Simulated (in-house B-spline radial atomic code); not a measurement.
A fraction x of an electron is added to 3d in Fe, starting from [Ar] 3d6 4s2 and keeping the highest spin. All numbers are computed (scalar-relativistic (X2C) PW91, spin-polarised, spherical fractional occupations; Fermi nucleus of rms radius 3.7377 fm) with an all-electron radial atomic-structure program (B-spline basis), not measured.

| x | E(x) - E(0) (eV) | 3d down level (eV) |
| --- | --- | --- |
| 0 | 0.0000 | -5.305 |
| 0.1 | -0.4759 | -4.220 |
| 0.2 | ? | ? |
| 0.3 | ? | ? |
| 0.4 | -1.2854 | -1.252 |
| 0.5 | -1.3661 | -0.372 |

(1) What belongs in the row x = 0.2?

(2) What belongs in the row x = 0.3?

(3) Up to what added charge does this functional bind the extra electron?

## Answers

(1) An energy change of -0.8456 eV; 3d down at -3.181 eV.

(2) An energy change of -1.1137 eV; 3d down at -2.190 eV.

(3) The highest level rises by about 8.8 eV per electron near x = 0.5 and would reach zero near x = 0.54, so a whole extra electron isn't bound at the basis-set limit.
